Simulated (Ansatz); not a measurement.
AlBrH3NOSi, SMILES `N[Si]1(Br)[O][AlH]1`, 8 atoms. The species carries charge 0 and has multiplicity 1. Correlated methods include outer-core shells of Br, which these sets cover unevenly. Scalar relativity is left out up to krypton. All runs use 4 threads of a server CPU on a shared host. Correlated methods freeze the cores.

Task: Give the basis size and wall time and peak host memory of each of these runs in Ansatz. direct RPA on PBE orbitals/def2-TZVPP energy; RKS ωB97M-V/def2-QZVPP energy; RKS ωB97M-V/def2-SVP energy; RKS PBE0-D4/def2-TZVP frequencies; RHF-MP2/def2-QZVPP energy; RHF-CCSD(T)/def2-TZVPP energy; RKS PBE0-D4/def2-QZVPP energy; RKS PBE0-D4/def2-TZVP relaxation (12 steps); RKS ωB97X-V/def2-TZVPP energy; RKS BHLYP-D4/def2-TZVPP energy; RHF-CCSD(T)/def2-SVP energy; RKS B3LYP-D4/def2-TZVPP energy and forces. (Best estimate.)

Result: Computed: Other jobs shared the machine, so times are rough.

```tsv
level	job	functions	wall time	peak host memory (GiB)
RKS BHLYP-D4/def2-TZVPP	energy	236	2.1 s	0.82
RKS ωB97M-V/def2-SVP	energy	111	2.9 s	0.44
RKS B3LYP-D4/def2-TZVPP	energy and forces	236	3 s	0.79
RHF-CCSD(T)/def2-SVP	energy	111	3.2 s	0.5
direct RPA on PBE orbitals/def2-TZVPP	energy	236	3.9 s	0.61
RKS ωB97X-V/def2-TZVPP	energy	236	4.4 s	0.95
RKS PBE0-D4/def2-QZVPP	energy	433	6.5 s	1.9
RKS ωB97M-V/def2-QZVPP	energy	433	13 s	2.2
RHF-MP2/def2-QZVPP	energy	433	14 s	2.4
RKS PBE0-D4/def2-TZVP	relaxation (12 steps)	202	31 s	0.68
RHF-CCSD(T)/def2-TZVPP	energy	236	59 s	4.2
RKS PBE0-D4/def2-TZVP	frequencies	202	95 s	0.65
```

B3LYP here is the variant with VWN-RPA as its local correlation; programs differ in this.
